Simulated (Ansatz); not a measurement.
A structure relaxed at PBE0-D4/def2-TZVP, charge 0, multiplicity 1:

```json
{"atom": "C1", "x (Å)": "0.1083", "y (Å)": "-0.4395", "z (Å)": "1.9797"}
{"atom": "O2", "x (Å)": "0.7043", "y (Å)": "0.7771", "z (Å)": "1.5741"}
{"atom": "Ge3", "x (Å)": "1.1562", "y (Å)": "1.0334", "z (Å)": "-0.0982"}
{"atom": "Cl4", "x (Å)": "2.5011", "y (Å)": "-0.5300", "z (Å)": "-0.6956"}
{"atom": "O5", "x (Å)": "-0.2496", "y (Å)": "0.9246", "z (Å)": "-1.1356"}
{"atom": "Si6", "x (Å)": "-1.2335", "y (Å)": "-0.2198", "z (Å)": "-1.7815"}
{"atom": "H7", "x (Å)": "0.7378", "y (Å)": "-1.3015", "z (Å)": "1.7345"}
{"atom": "H8", "x (Å)": "-0.0167", "y (Å)": "-0.3979", "z (Å)": "3.0628"}
{"atom": "H9", "x (Å)": "-0.8782", "y (Å)": "-0.5783", "z (Å)": "1.5233"}
{"atom": "H10", "x (Å)": "1.7919", "y (Å)": "2.4076", "z (Å)": "-0.2261"}
{"atom": "H11", "x (Å)": "-0.5042", "y (Å)": "-1.4988", "z (Å)": "-1.9814"}
{"atom": "H12", "x (Å)": "-2.3849", "y (Å)": "-0.4608", "z (Å)": "-0.8717"}
{"atom": "H13", "x (Å)": "-1.7325", "y (Å)": "0.2839", "z (Å)": "-3.0844"}
```

Q: Give its formula and SMILES.

A: CH7ClGeO2Si, `C[O][GeH]([Cl])[O][SiH3]`.

Q: Point group (tolerance 0.08 Å, 0.16 Å for H)?

A: C1.

Q: Summarise the bond lengths by kind.

A: 1 × C–O 1.414 Å; 3 × C–H 1.091 to 1.096 Å; 2 × Ge–O 1.750 to 1.751 Å; 1 × Cl–Ge 2.147 Å; 1 × Ge–H 1.519 Å; 1 × O–Si 1.642 Å; 3 × H–Si 1.483 to 1.487 Å.

All numbers were calculated with Ansatz.
